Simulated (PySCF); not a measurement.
# CH5O2Si2: g tensor and hyperfine couplings

Compound: CH₅O₂Si₂ (doublet state).
Geometry (GFN2-xTB, Å), atoms numbered from 1 in this order:
```
atom  x, y, z in Å
O1    -3.3009   -0.8657   -0.9064
C2    -2.1142   -0.8573   -0.5614
Si3   -1.1064    0.6540   -0.2899
O4     0.4365    0.4589    0.1227
Si5    1.9847    0.1444    0.5278
H6    -1.5879   -1.8181   -0.3832
H7    -1.3806    2.0670   -0.4120
H8     2.3805   -1.0285   -0.2452
H9     1.9771   -0.1002    1.9672
H10    2.7200    1.3501    0.1579
```

The hyperfine couplings belong to this conformer and change with its torsions.

The species is `O=C[SiH]O[SiH3]` [radical].

Theory: PySCF 2.14.0, UKS B3LYP, pcH-1 on C H O Si, non-relativistic, mean-field spin-orbit, GIAO. Isolated species at its GFN2-xTB geometry (one conformer only). The geometry wasn't refined by DFT: couplings that depend on bond lengths, twists or pyramidal angles can differ widely from those at the functional's own minimum, by a factor of two or more for some ions and for spin on atoms past the first row. Stability of the SCF solution: not tested.

* g1, g2, g3: 2.00201, 2.00340, 2.00570
* g_iso: 2.00370
* Form of g: rhombic: the two nearest values differ by 38 % of g3 − g1
* ⟨S²⟩: 0.7592 (exact 0.7500)
* HOMO–LUMO gap, α and β orbitals: 4.46, 3.83 eV

Hyperfine couplings atom by atom, in MHz; T1 to T3 are the principal values of the dipolar part; ρ(0) is the spin density at the nucleus:

```tsv
atom	isotope	a_iso	of which spin–orbit	T1	T2	T3	Mulliken spin population	ρ(0) (bohr⁻³)
O1	17O	-20.8	-0.2	-92.7	44.6	48.0	0.27	0.0340
C2	13C	-28.5	0.0	-5.0	1.9	3.0	0.01	-0.0253
Si3	29Si	-119.5	1.1	-138.8	68.5	70.4	0.71	0.1357
O4	17O	-11.6	0.0	-24.8	12.1	12.7	0.04	0.0190
Si5	29Si	1.9	0.0	-0.3	-0.1	0.4	-0.01	-0.0022
H6	1H	-14.5	0.0	-2.6	-1.9	4.5	-0.01	-0.0032
H7	1H	-37.3	0.0	-9.3	2.5	6.7	-0.03	-0.0084
H8	1H	2.1	0.0	-1.1	-1.0	2.1	0.00	0.0005
H9	1H	6.1	0.0	-1.2	-0.9	2.1	0.01	0.0014
H10	1H	0.3	0.0	-1.1	-1.0	2.1	0.00	0.0001
```

Largest spin populations (Mulliken): Si3 (+0.71) and O1 (+0.27). The angles at Si3 add up to 360.0°, so it is planar; its axial dipolar tensor and the negative coupling of its proton fit spin in a p orbital normal to that plane.

Axes: g2 points within 4° of the Si3–H7 bond and g3 points within 14° of the O1–C2 bond.

Under fast tumbling the dipolar parts average out, and these isotropic splittings remain: 1 × 1H (H7, I = 1/2, 2 lines) with 1.33 mT, 1 × 1H (H6, I = 1/2, 2 lines) with 0.52 mT and 3 × 1H (H8/H9/H10, I = 1/2, 4 lines) with 0.10 mT.

Means are taken over nuclei equivalent by connectivity, which assumes that they swap fast. The three 1H nuclei of mean +2.8 MHz run from 0.3 to 6.1 MHz in the frozen geometry.

The 13C coupling of C2 (-28.5 MHz) shows only in satellite lines or after enrichment, since that isotope makes up about 1.07 % of natural carbon.

The 29Si coupling of Si3 (-119.5 MHz) shows only in satellite lines or after enrichment, since that isotope makes up about 4.7 % of natural silicon.

The spin density at the nucleus, in bohr⁻³, is negative for C2 (-0.0253), H7 (-0.0084) and H6 (-0.0032), for instance. A restricted open-shell determinant has no negative spin density anywhere; here it arises because α and β orbitals differ (spin polarisation).
